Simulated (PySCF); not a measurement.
**Correlation energy of Ba²⁸⁺ (barium, charge +28)**

Starting occupation: [Ar] 3d10. Calculation: PySCF 2.14, in an uncontracted even-tempered set (19 s from 1.4 bohr⁻², ratio 2.6; 15 p from 1.9 bohr⁻², ratio 2.6; 10 d from 1.9 bohr⁻², ratio 2.6; 6 f from 1.9 bohr⁻², ratio 2.8); X2C-1e with screened-nucleus spin-orbit coupling, Gaussian nucleus. Frozen: [Ar]; 10 electrons correlated; the 100 highest virtual spinors left out.

MP2 pair energies summed by pair of shells (mhartree):

```
       pair   energy  share (%)
3d3/2-3d5/2  -187.30       49.7
3d5/2-3d5/2  -132.22       35.1
3d3/2-3d3/2   -56.99       15.1
```

Total MP2 correlation energy: -376.51 mhartree.

The virtual space was cut to 70 spinors, which keep -371.37 of the -376.51 mhartree of MP2 correlation.

```csv
level,correlation energy (mhartree)
CCSD,-366.17
(T),-0.34
CCSD(T),-366.51
```

Diagnostics: T1 = 9.4e-05, largest double amplitude 0.006.

Cost of the coupled-cluster step: 89 s of wall time on 1 thread of Neoverse-V1 (shared host), for 10 occupied and 70 virtual spinors.

At this charge the one-electron X2C treatment keeps the bare 1/r₁₂, with no two-electron picture change or Breit term. The effect here is smaller than on the frozen 1s shell.
